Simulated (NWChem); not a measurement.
Species: GaN$_{2}$H$_{5}$O; SMILES [NH2][Ga]([NH2])[OH]

```xyz
9

Ga     0.0208    -0.0165    -0.0329
O      1.7967    -0.3557     0.0202
H      2.3171     0.4496     0.1890
N     -1.0463    -1.5023     0.0785
H     -0.6041    -2.3996    -0.1373
H     -1.9865    -1.4746    -0.3227
N     -0.6175     1.7065     0.0900
H     -1.6010     1.8675    -0.1447
H     -0.0506     2.4579    -0.3121
```
Atoms are numbered in this order, from 1.

Level: PBE-D3(BJ)/def2-SVP (NWChem), optimised geometry, unscaled harmonic frequencies. 

Task: List the harmonic frequencies with IR intensities, and the thermochemistry.

Result: 
```
frequency (cm⁻¹)  IR intensity (km/mol)
----------------  ---------------------
155                                 2.5
162                                30.7
176                                 2.0
184                                16.0
270                                72.2
285                                49.4
340                                73.3
370                               226.7
629                                 9.7
688                                77.5
701                                29.2
711                                34.6
798                                62.0
821                                84.5
1475                               18.8
1489                               16.8
3477                               11.5
3486                               14.0
3576                               12.5
3588                               16.6
3750                               35.4
```

```json
{
  "zero_point_energy": "38.8 kcal/mol",
  "thermal correction to the enthalpy at 298.15 K (with zero-point energy)": "44.1 kcal/mol",
  "heat capacity Cv": "24.9 cal/(mol K)",
  "entropy at 298.15 K and 1 atm (symmetry number 1)": "82.8 cal/(mol K)",
  "dipole_moment": "2.35 D"
}
```

Rigid rotor and harmonic oscillator.
